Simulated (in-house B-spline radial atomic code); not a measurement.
Orbital energies and mean radii along the 38-electron series, configuration 1s2 2s2 2p6 3s2 3p6 3d10 4s2 4p6 4d3/2(2). The effective charge is n√(-2ε), a non-relativistic measure. Computed with a radial B-spline atomic code at the basis-set limit: Dirac-Hartree-Fock, jj configuration that fills j = l - 1/2 first, finite nuclei.

```csv
ion,Z,energy of 4d3/2 (Eh),mean radius of 4d3/2 (bohr),energy of 3p3/2 (Eh),mean radius of 3p3/2 (bohr),effective charge of 4d3/2
Zr2+,40,-0.81597,1.9974,-13.532,0.46267,5.1099
Nb3+,41,-1.3438,1.7074,-15.262,0.44638,6.5575
Mo4+,42,-1.9553,1.5156,-17.131,0.43114,7.9102
Tc5+,43,-2.6446,1.3739,-19.13,0.41686,9.1993
Ru6+,44,-3.4081,1.2625,-21.256,0.40346,10.443
Rh7+,45,-4.2437,1.1715,-23.505,0.39086,11.653
Pd8+,46,-5.1496,1.095,-25.875,0.37899,12.837
Ag9+,47,-6.1248,1.0294,-28.366,0.36779,14
Cd10+,48,-7.1685,0.97236,-30.977,0.35721,15.146
In11+,49,-8.28,0.92208,-33.706,0.3472,16.278
Sn12+,50,-9.4586,0.87732,-36.553,0.33771,17.398
Sb13+,51,-10.704,0.83714,-39.517,0.32871,18.508
Te14+,52,-12.016,0.80081,-42.599,0.32016,19.609
I15+,53,-13.394,0.76776,-45.798,0.31202,20.703
Xe16+,54,-14.838,0.73754,-49.114,0.30428,21.791
Cs17+,55,-16.348,0.70976,-52.546,0.29689,22.872
Ba18+,56,-17.924,0.68413,-56.096,0.28984,23.949
La19+,57,-19.565,0.66039,-59.762,0.2831,25.022
```

(1) How does the screening of 4d3/2 change?

Results:

(1) Z less the effective charge goes from 34.89 at Z = 40 to 31.98 at Z = 57.
